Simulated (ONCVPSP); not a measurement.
Reading a pseudo-wave (Ti (Z = 22))

Columns: radius, all-electron u(r) and pseudo u(r) of the 3p shell (level -54.64 eV) of titanium in the configuration [Ne] 3s2 3p6 3d2; PBE, non-relativistic, ONCV scheme, ONCVPSP 4.0.1.

```json
{"r (bohr)": "0.078", "all-electron": "-0.3045", "pseudo": "0.0221"}
{"r (bohr)": "0.155", "all-electron": "-0.5200", "pseudo": "0.0846"}
{"r (bohr)": "0.232", "all-electron": "-0.4597", "pseudo": "0.1818"}
{"r (bohr)": "0.310", "all-electron": "-0.2262", "pseudo": "0.3058"}
{"r (bohr)": "0.388", "all-electron": "0.0686", "pseudo": "0.4439"}
{"r (bohr)": "0.465", "all-electron": "0.3509", "pseudo": "0.5823"}
{"r (bohr)": "0.542", "all-electron": "0.5905", "pseudo": "0.7119"}
{"r (bohr)": "0.620", "all-electron": "0.7781", "pseudo": "0.8251"}
{"r (bohr)": "0.698", "all-electron": "0.9094", "pseudo": "0.9139"}
{"r (bohr)": "0.775", "all-electron": "0.9891", "pseudo": "0.9743"}
{"r (bohr)": "0.852", "all-electron": "1.0274", "pseudo": "1.0074"}
{"r (bohr)": "0.930", "all-electron": "1.0327", "pseudo": "1.0148"}
{"r (bohr)": "1.008", "all-electron": "1.0127", "pseudo": "0.9997"}
{"r (bohr)": "1.085", "all-electron": "0.9753", "pseudo": "0.9671"}
{"r (bohr)": "1.162", "all-electron": "0.9259", "pseudo": "0.9215"}
{"r (bohr)": "1.240", "all-electron": "0.8684", "pseudo": "0.8664"}
{"r (bohr)": "1.318", "all-electron": "0.8068", "pseudo": "0.8061"}
{"r (bohr)": "1.395", "all-electron": "0.7447", "pseudo": "0.7445"}
{"r (bohr)": "1.472", "all-electron": "0.6831", "pseudo": "0.6831"}
{"r (bohr)": "1.550", "all-electron": "0.6225", "pseudo": "0.6225"}
{"r (bohr)": "1.628", "all-electron": "0.5647", "pseudo": "0.5647"}
{"r (bohr)": "1.705", "all-electron": "0.5110", "pseudo": "0.5110"}
{"r (bohr)": "1.782", "all-electron": "0.4608", "pseudo": "0.4608"}
{"r (bohr)": "1.860", "all-electron": "0.4139", "pseudo": "0.4139"}
{"r (bohr)": "1.938", "all-electron": "0.3707", "pseudo": "0.3707"}
{"r (bohr)": "2.015", "all-electron": "0.3318", "pseudo": "0.3318"}
```

Question: How many radial nodes do the two functions have?

Answer: The all-electron 3p function has n − l − 1 = 1; the pseudo-wave has 0, since the states of the same l below it are removed with the core.

Question: At about which radius was the pseudo-wave matched?

Answer: 1.55 bohr. The columns agree to 0.0005 from 1.40 bohr on; several derivatives are matched, so the curves merge somewhat inside the radius.

Question: Is the pseudo-wave norm-conserving?

Answer: Yes: the ONCV scheme keeps the norm inside the radius equal to the all-electron one, which fixes the energy derivative of the logarithmic derivative at the level.
